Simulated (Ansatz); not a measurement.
Two members of one family (Series (H2InX)2), computed with Ansatz in the gas phase; def2 core potentials for In, no spin–orbit coupling. Binding counts from free atoms in the multiplicity of their measured ground term, without zero-point energy. The structures are stationary points that may keep the symmetry of their start.

First: (H2In-mu-OH)2 (singlet, charge 0, PBE0-D4/def2-SVP geometry).

Cartesian coordinates in Å:
```
In 1.038 0.119 -1.321
H 1.163 1.690 -1.995
H 1.734 -1.420 -1.673
O -1.067 -0.209 -0.868
In -1.088 0.231 1.266
H -1.657 1.838 1.436
H -1.361 -1.256 2.096
O 1.045 0.359 0.843
H -1.402 -1.080 -1.106
H 1.595 -0.272 1.322
```

```csv
level,HOMO (eV),LUMO (eV),gap (eV),binding per atom (eV)
PBE-D4/def2-SVP,-6.64,-1.44,5.20,2.80
B97M-V/def2-TZVP,-7.22,-1.61,5.61,2.85
PBE0-D4/def2-SVP,-7.95,-0.69,7.26,2.74
PBE0-D4/def2-TZVP,-8.05,-0.93,7.12,2.75
r2SCAN0-D4/def2-TZVP,-8.26,-0.67,7.60,2.76
```

Second: (H2In-mu-AsH2)2 (singlet, charge 0, PBE0-D4/def2-SVP geometry).

```xyz
12

In   -1.5446    0.0717    1.4075
H    -1.5282   -1.1949    2.5762
H    -2.6396    1.3879    1.2223
As   -1.0055   -0.9861   -1.0527
In    1.5425   -0.0665   -1.4107
H     1.5200    1.2020   -2.5749
H     2.6409   -1.3804   -1.2305
As    1.0065    0.9845    1.0536
H    -1.9812   -0.6027   -2.1390
H    -1.1574   -2.4846   -1.1457
H     1.9788    0.5876    2.1381
H     1.1678    2.4816    1.1560
```

Task: Estimate the same table for the second.

Result: 
| level | HOMO (eV) | LUMO (eV) | gap (eV) | binding per atom (eV) |
| --- | --- | --- | --- | --- |
| PBE-D4/def2-SVP | -5.98 | -1.57 | 4.41 | 2.23 |
| B97M-V/def2-TZVP | -6.37 | -1.58 | 4.79 | 2.31 |
| PBE0-D4/def2-SVP | -6.99 | -0.91 | 6.08 | 2.22 |
| PBE0-D4/def2-TZVP | -7.03 | -1.02 | 6.01 | 2.24 |
| r2SCAN0-D4/def2-TZVP | -7.19 | -0.84 | 6.35 | 2.26 |
